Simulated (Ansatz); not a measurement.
`F[SiH](Cl)O[SiH2]Cl` + H₂ → `F[SiH2]O[SiH2]Cl` + HCl  (hydrogenolysis of the Si–Cl bond)

Isolated molecules relaxed with PBE0-D4/def2-TZVP in Ansatz; ΔE leaves out vibrations. CCSD(T)/CBS is the MP2 limit (def2-TZVPP, def2-QZVPP) plus CCSD(T) − MP2 in def2-TZVPP, frozen cores. This one scheme is used for every species. DFT in def2-TZVPP. One conformer a species, not always the lowest.

`F[SiH](Cl)O[SiH2]Cl`:

Cartesian coordinates in Å:
```
F 0.066 -2.534 1.024
Si -0.661 -1.143 0.828
Cl -0.402 -0.054 2.525
O 0.022 -0.395 -0.426
Si 0.721 0.961 -1.006
Cl -0.628 2.498 -0.969
H -2.088 -1.384 0.591
H 1.870 1.344 -0.160
H 1.099 0.706 -2.408
```

H₂:

Z-matrix (Å, degrees):
```
H
H 1 0.746
```

`F[SiH2]O[SiH2]Cl`:

```xyz
9

F    -0.250   -0.113   -2.410
Si   -0.929   -0.667   -1.079
O    -0.461    0.249    0.178
Si    0.744    0.777    1.133
Cl    2.220   -0.641    1.242
H    -0.480   -2.062   -0.896
H    -2.391   -0.531   -1.224
H     1.338    2.003    0.564
H     0.208    0.985    2.492
```

HCl:

Cartesian coordinates in Å:
```
Cl 0.376 -0.287 -0.431
H -0.376 0.287 0.431
```

| level | ΔE (kcal/mol) |
| --- | --- |
| r2SCAN0-D4 | 22.6 |
| ωB97M-V | 21.9 |
| PBE0 | 20.2 |
| r2SCANh | 22.5 |
| r2SCAN0 | 22.1 |
| SCS-MP2/def2-TZVPP | 20.5 |
| MP2/def2-QZVPP | 23.0 |
| MP2/CBS(def2) | 23.5 |

**Question.** What does CCSD(T)/CBS give? (An estimate is asked.)

**Answer.** Ansatz gave: +21.5 kcal/mol. The listed levels differ from it by 1.1, 0.4, -1.3, 1.0, 0.6, -1.0, 1.5, 2.0 kcal/mol.

Largest T1 diagnostic among the species: 0.011.

Leaving LDA and LC-ωPBE aside and taking each functional with its dispersion term where it has one, the values, not all of them listed here, spread over 2.9 kcal/mol, from B2PLYP to r2SCAN-D4. LDA lies +1.0 kcal/mol from PBE without D4. In def2-TZVPP, CCSD(T) changes the Hartree–Fock value by +2.7 kcal/mol (the triples alone add +0.9 kcal/mol) and MP2 by +4.8 kcal/mol. The D4 term adds +2.4 kcal/mol with B3LYP and +1.3 kcal/mol with PBE0; it sums over pairs of atoms, weighted by their polarisabilities, and B3LYP, whose exchange is more repulsive, gets the larger term.

B3LYP here is the variant with VWN-RPA as its local correlation; programs differ in this.

CCSD(T)/CBS has its own doubt, a few kJ/mol and more with outer-core shells, so smaller differences from it don't rank the levels.
